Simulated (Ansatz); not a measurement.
C$_{2}$H$_{6}$GaN (`[CH2]1N[CH2][GaH]1`), relaxed with RKS PBE0-D4/def2-TZVP in Ansatz from a PBE-D4/def2-SVP geometry. The force threshold is 0.005 eV/Å; the program also tests the step.

Total charge 0; spin multiplicity 1.

Start:

```xyz
10

C    -0.421    0.492    1.022
N    -0.993   -0.182   -0.155
C     0.105   -0.637   -1.024
Ga    1.241    0.744   -0.092
H    -1.011    1.362    1.386
H    -0.215   -0.169    1.906
H    -1.674   -0.917    0.076
H    -0.113   -0.568   -2.112
H     0.485   -1.673   -0.821
H     2.596    1.548   -0.188
```

Problem. By how much does the energy fall, and how many steps does the optimiser take? (Best estimate.)

Solution. Computed: 0.04 eV, in 7 steps, 1 of them rejected.

Problem. Which bonds change most? (Estimate.)

Solution. Ansatz gave: C3–Ga4 from 2.016 to 1.995 Å; C1–Ga4 from 2.016 to 1.995 Å; C1–H6 from 1.123 to 1.102 Å; C3–H9 from 1.123 to 1.102 Å.

Problem. Give the relaxed structure. (Estimate.)

Solution. The calculation gave: 
```xyz
10

C    -0.414    0.498    1.015
N    -0.989   -0.198   -0.145
C     0.109   -0.626   -1.023
Ga    1.235    0.727   -0.084
H    -1.005    1.358    1.342
H    -0.234   -0.144    1.892
H    -1.623   -0.947    0.106
H    -0.125   -0.534   -2.087
H     0.468   -1.652   -0.841
H     2.579    1.518   -0.175
```
